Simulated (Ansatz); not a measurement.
An input meant for C2H8OSi⁺, that is Si(OEt)H3 with one electron fewer (charge 1, doublet).

```yaml
crystal:
  periodic: [false, false, false]
  atoms:
    - {symbol: Si, position_ang: [1.855781, -0.190604, -4.182733]}
    - {symbol: O, position_ang: [1.485444, -0.080850, -0.538983]}
    - {symbol: C, position_ang: [-1.285729, 0.112748, 0.886356]}
    - {symbol: C, position_ang: [-0.817077, 0.113654, 4.180726]}
    - {symbol: H, position_ang: [-2.445157, 2.146522, 0.197312]}
    - {symbol: H, position_ang: [-2.701209, -1.765809, 0.235607]}
    - {symbol: H, position_ang: [-2.934028, 0.266607, 5.347919]}
    - {symbol: H, position_ang: [0.302641, -1.919039, 4.871492]}
    - {symbol: H, position_ang: [0.563891, 1.992551, 4.832912]}
    - {symbol: H, position_ang: [5.063443, -0.383489, -4.788512]}
    - {symbol: H, position_ang: [0.603789, 2.514696, -5.587309]}
    - {symbol: H, position_ang: [0.308189, -2.806967, -5.454831]}
basis:
  gaussian: {orbitals: cc-pVDZ}
total_charge: 1
magnetization: {spin_polarized: true, initial_magnetization: 1}
hamiltonian: {xc: {name: wB97}}
scf: {omitted_lower_state_checks: [starts]}
```

```sh
$ ansatz run in.yaml --threads 4 --pin off --events-out ev --progress --plain --max-ram 3916MiB
```

Output, abridged:

```
Functional definition: wB97
1197 factors; their error is unknown
405 factors; integrals over basis functions are off by at most 4.5e-5 eV
mean field evaluation 1: about -12008.7100 eV, gradient 7.1e1 eV
mean field evaluation 2: about -11496.7092 eV, gradient 1.0e2 eV
mean field evaluation 4: about -11988.6328 eV, gradient 8.6e1 eV
mean field evaluation 8: about -12064.4098 eV, gradient 7.2e0 eV
mean field evaluation 16: about -12076.3269 eV, gradient 2.4e0 eV
mean field evaluation 32: about -12076.4901 eV, gradient 4.4e-3 eV
mean field -12076.49016094 eV, -443.8028276756 hartree, gradient 8.6e-6 eV, S^2 7.016361; 0 other end points of the search recorded, 0 dependent functions left out
reference -12076.49016084 eV, -443.8028276717 hartree; 21, 20 occupied and 79, 80 virtual orbitals, 1197 factors
Total energy: -12076.49016084 eV, -443.8028276717 hartree
Checks for a lower state left out: starts
```

Q: Something in this input is off. What?

A: The geometry is stretched to more than twice its size. Self-consistency was reached. The result belongs to that input, not to the species as meant. The charge 1 doublet is spin-contaminated (final ⟨S²⟩ up to 7.02, 0.75 for a pure state).
